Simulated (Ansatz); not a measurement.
`S[SiH](Cl)Cl` + CH₃OH → `OC[SiH](S)Cl` + HCl  (formal exchange of groups at the Si–Cl bond)

Program: Ansatz. Geometries: PBE0-D4/def2-TZVP. ΔE: electronic, gas phase. CCSD(T)/CBS adds triple-zeta CCSD(T) − MP2 to the extrapolated MP2 energy (def2 sets, frozen cores). This one scheme is used for every species. Functionals use def2-TZVPP. Each species was taken in one conformer, which may not be the lowest.

`S[SiH](Cl)Cl`:

```xyz
6

S    -1.125   -1.118   -0.674
Si    0.173    0.405    0.005
Cl   -0.777    2.161   -0.396
Cl    0.545    0.253    2.007
H    -0.297   -2.099   -0.269
H     1.482    0.399   -0.672
```

CH₃OH:

Z-matrix (Å, degrees):
```
C
O 1 1.409
H 1 1.097 2 112.4
H 1 1.090 2 107.0 3 -118.5
H 1 1.097 2 112.4 3 123.0
H 2 0.959 1 108.5 3 -61.6
```

`OC[SiH](S)Cl`:

```xyz
10

O     0.028    0.275    1.556
C    -0.572    0.680    0.339
Si    0.299   -0.212   -1.071
S     0.457   -2.266   -0.587
Cl    2.129    0.679   -1.379
H    -0.403    0.727    2.285
H    -0.489    1.763    0.180
H    -1.638    0.414    0.298
H    -0.460   -0.089   -2.335
H     0.649   -1.970    0.714
```

HCl:

Z-matrix (Å, degrees):
```
Cl
H 1 1.279
```

| level | ΔE (kcal/mol) |
| --- | --- |
| PBE0 | 24.8 |
| HF/CBS(def2) | 27.7 |

(1) What does CCSD(T)/CBS give? (Best estimate.)

Largest T1 diagnostic among the species: 0.010.

Answers

(1) The calculation gave: +24.4 kcal/mol. The listed levels differ from it by 0.4, 3.3 kcal/mol.

In def2-TZVPP, CCSD(T) changes the Hartree–Fock value by −4.1 kcal/mol (the triples alone add −0.3 kcal/mol) and MP2 by −2.8 kcal/mol. The D4 term adds −1.0 kcal/mol with B3LYP and −0.7 kcal/mol with PBE0; it sums over pairs of atoms, weighted by their polarisabilities, and B3LYP, whose exchange is more repulsive, gets the larger term.

B3LYP here is the variant with VWN-RPA as its local correlation; programs differ in this.
